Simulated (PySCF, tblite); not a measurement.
Isomers of C4H8OPSi (doublet state). All values are computed: GFN2-xTB (tblite) harmonic vibrations without scaling, gas phase. Against measured fundamentals such values can be off by several per cent, at times by over 20. Modes of hydrogen on phosphorus and silicon can be 10 to 20 % off. One conformer each. Open shells enter through the occupations alone, without spin polarisation, and single modes of such species can be off by tens of per cent.

Electronic energies: B3LYP/pcH-1 single points on the GFN2-xTB geometries (PySCF, gas phase).

```tsv
SMILES	electronic energy, lowest = 0 (kJ/mol)
[PH][Si@@H]1CCC=CO1	0.0
O=CC/C=C/[SiH]P	164.3
C=C1O[Si](P)[C@H]1C	90.1
P[Si@@H]1C[CH]C=CO1	4.7
O=CC/C=C/[SiH2][PH]	130.9
```

Q: How do GFN2-xTB zero-point energies change the relative energies?

A: 
```tsv
SMILES	ZPE (kJ/mol)	of it from modes above 1550 cm⁻¹	electronic (kJ/mol)	with ZPE, lowest = 0 (kJ/mol)	lowest mode (cm⁻¹)	rings
[PH][Si@@H]1CCC=CO1	284.9	145.0	0.0	6.0	45	1
P[Si@@H]1C[CH]C=CO1	274.1	131.3	4.7	0.0	62	1
C=C1O[Si](P)[C@H]1C	283.2	147.7	90.1	94.4	60	1
O=CC/C=C/[SiH2][PH]	265.7	149.1	130.9	117.7	17	0
O=CC/C=C/[SiH]P	268.9	149.3	164.3	154.4	31	0
```

The zero-point energies span 19.2 kJ/mol, from `O=CC/C=C/[SiH2][PH]` to `[PH][Si@@H]1CCC=CO1`. With it `P[Si@@H]1C[CH]C=CO1` becomes the lowest.

Q: And how do the electronic energies of GFN2-xTB itself compare?

A: `[PH][Si@@H]1CCC=CO1` 0.0; `P[Si@@H]1C[CH]C=CO1` 22.8; `C=C1O[Si](P)[C@H]1C` 84.6; `O=CC/C=C/[SiH2][PH]` 232.5; `O=CC/C=C/[SiH]P` 249.1 kJ/mol, lowest = 0. Against the energies above, taken from the same isomer `[PH][Si@@H]1CCC=CO1`, the largest difference is 101.6 kJ/mol.

Q: What do entropy and thermal enthalpy add at 298.15 K and 1 bar (rigid rotor, harmonic oscillator, one conformer each)?

A: 
```json
{"SMILES": "[PH][Si@@H]1CCC=CO1", "point group": "C1", "symmetry number": "1", "S (J/(mol K))": "391.3", "H − H(0) (kJ/mol)": "25.23", "ZPE + H − H(0) − TS (kJ/mol)": "193.5"}
{"SMILES": "P[Si@@H]1C[CH]C=CO1", "point group": "C1", "symmetry number": "1", "S (J/(mol K))": "392.9", "H − H(0) (kJ/mol)": "25.76", "ZPE + H − H(0) − TS (kJ/mol)": "182.7"}
{"SMILES": "C=C1O[Si](P)[C@H]1C", "point group": "C1", "symmetry number": "1", "S (J/(mol K))": "406.4", "H − H(0) (kJ/mol)": "27.12", "ZPE + H − H(0) − TS (kJ/mol)": "189.2"}
{"SMILES": "O=CC/C=C/[SiH]P", "point group": "C1", "symmetry number": "1", "S (J/(mol K))": "435.3", "H − H(0) (kJ/mol)": "29.51", "ZPE + H − H(0) − TS (kJ/mol)": "168.7"}
```

S holds R ln(2S + 1) for the spin.

Not tabulated: `O=CC/C=C/[SiH2][PH]` (lowest mode only 17 cm⁻¹).
